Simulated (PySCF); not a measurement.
Computed shifts of a molecule C2H6O2Si, PBE/pcSseg-1 (PySCF), GIAO, gas phase, atoms alike by connectivity averaged where their shifts nearly agree, in ppm (number of nuclei): ¹³C: 182.9 (1), -6.7 (1). ²⁹Si: -58.6 (1). ¹H: 6.57 (1), 4.75 (2), 0.67 (3). References: ¹³C against TMS (σ = 182.0 ppm); ²⁹Si against TMS (σ = 335.4 ppm); ¹⁷O against H2O (σ = 334.3 ppm); ¹H against TMS (σ = 31.49 ppm), references at their B3LYP-D3(BJ)/def2-TZVP geometries, non-relativistic. Coordinates come from a B3LYP-D3(BJ)/def2-SVP optimisation. Other conformers were not sampled.

### Question
Identify the compound among the candidates.
(A) C[SiH2]C(=O)O
(B) O[SiH]1COC1
(C) C[SiH2]OC=O
(D) O=CC[SiH2]O

### Answer
A, C[SiH2]C(=O)O
